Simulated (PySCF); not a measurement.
# Spinor energies of Fe⁺ (iron, charge +1)

Start: [Ar] 3d5 4s1 5s1; 3d5/2 filled at m_j = -3/2, -1/2, +1/2, +3/2, +5/2; 4s1/2 filled at m_j = +1/2; 5s1/2 filled at m_j = +1/2. Calculated with PySCF 2.14 in x2c-TZVPall-2c with one added diffuse shell each of s, p, d type (7s8p5d1f, 63 functions): generalised Hartree-Fock with the X2C-1e Hamiltonian and a Gaussian nucleus; one run each with spin-orbit coupling (SO) switched off, then screened by Boettger's factors. This is a chosen level, not necessarily the ground level.

```csv
spinor shell,electrons,"ε, spin-free (eV)","ε, screened SO (eV)",weight of nominal j (screened SO),"rms radius, screened SO (bohr)"
1s1/2,2,-7196.1,-7196.0,1.000,0.0675
2s1/2,2,-904.18,-904.16,1.000,0.288
2p1/2,2,-769.80,-778.76,0.975,0.259
2p3/2,4,-769.80,-765.42,0.987,0.261
3s1/2,2,-136.19,-136.19,1.000,0.863
3p1/2,2,-95.136,-95.709,0.664,0.918
3p3/2,4,-95.136,-94.863,0.832,0.923
3d5/2,5,-39.682,-39.681,0.591,1.10
4s1/2,1,-21.360,-21.360,1.000,2.67
5s1/2,1,-6.849,-6.849,1.000,6.55
```

```tsv
quantity	spin-free	screened SO
E (hartree)	-1270.69291	-1270.71286
M_J	7/2	7/2
⟨J²⟩	15.751	15.751
⟨L²⟩	0.000	0.002
⟨S²⟩	15.751	15.748
```

Each row is a mean over spinors that exchange with the open shell spreads, by up to 16.015 eV (3p3/2).

Rows whose weight is well below 1 are mixtures of j = l ± 1/2: exchange outweighs spin-orbit coupling there, and the label is only the starting occupation.

Without spin-orbit coupling the j labels of p, d and f shells carry no meaning; the spin-free column gives the mean over the occupied spinors of each nl shell.
